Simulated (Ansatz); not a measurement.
Consider the redistribution: `CNBCN` + `C[O][AlH][F]` → `COBCN` + `C[NH][AlH][F]`.

Gas-phase electronic energies from Ansatz, PBE0-D4/def2-TZVP geometries. CCSD(T)/CBS is the MP2 limit (def2-TZVPP, def2-QZVPP) plus CCSD(T) − MP2 in def2-TZVPP, frozen cores. DFT in def2-TZVPP. B3LYP here is the variant with VWN-RPA as its local correlation; programs differ in this. One conformer a species, not always the lowest.

```
             level  ΔE (kJ/mol)  difference from CCSD(T)/CBS
         r2SCAN-D4         40.8                          0.5
          B3LYP-D4         41.9                          1.6
            r2SCAN         40.7                          0.4
     HF/def2-TZVPP         38.1                         -2.2
    MP2/def2-TZVPP         42.1                          1.8
SCS-MP2/def2-TZVPP         41.0                          0.7
CCSD(T)/def2-TZVPP         40.1                         -0.2
     HF/def2-QZVPP         38.1                         -2.2
    MP2/def2-QZVPP         42.2                          1.9
SCS-MP2/def2-QZVPP         41.1                          0.8
       CCSD(T)/CBS         40.3                            0
```

Largest T1 diagnostic among the species: 0.013.
